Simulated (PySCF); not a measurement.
GaH₃O₂Se, SMILES [OH][Ga]([OH])[SeH]. Atoms are numbered in the order given.

```xyz
7

Ga     0.0040     0.7616     0.0000
O      1.4362     1.8564     0.0000
H      2.2825     1.3731     0.0000
O     -1.6028     1.5684     0.0000
H     -1.4940     2.5384     0.0000
Se     0.0544    -1.5691     0.0000
H     -1.4316    -1.5704     0.0000
```

Coordinates come from a PBE-D3(BJ)/def2-SVP optimisation. Other conformers were not sampled.

Calculation: PBE-D3(BJ)/def2-SVP (PySCF).

Frequencies are harmonic and unscaled.

Computed harmonic wavenumbers and intensities:
```tsv
mode	ν (cm⁻¹)	IR (km/mol)	moving atoms (share of kinetic energy)
1	110	4.7	O 54 %, Ga 24 %, Se 13 %, H 9 %
2	154	7.5	Ga 47 %, O 44 %
3	170	17.7	O 74 %, H 12 %, Se 11 %
4	180	54.0	H 97 %
5	280	94.2	H 91 %, O 8 %
6	282	16.7	Se 45 %, Ga 44 %, O 9 %
7	324	56.3	H 91 %, O 9 %
8	593	1.1	H 96 %
9	658	70.5	O 85 %, Ga 14 %
10	698	91.1	O 74 %, Ga 24 %
11	800	65.6	H 92 %
12	836	105.7	H 90 %, O 8 %
13	2361	3.1	H 99 %
14	3721	63.8	H 94 %
15	3741	56.0	H 94 %
```
